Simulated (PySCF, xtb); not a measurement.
GeI4, SMILES [I][Ge]([I])([I])[I].

GFN2-xTB run with xtb at its own geometry gives an orbital gap of 2.67 eV and a dipole moment of 0.00 D.

Geometry: ωB97X-D3(BJ)/def2-SVP. The isomer is the one that the SMILES or the coordinates give; other isomers of the formula were not compared. The def2 effective core potentials stand for the cores of I; spin–orbit coupling is left out.

Question: What does B3LYP/def2-TZVP (PySCF) give? (The exact figures need the calculation; the answer reports its results.)

Answer: gap 4.11 eV (levels -7.50 and -3.39 eV), dipole 0.00 D.
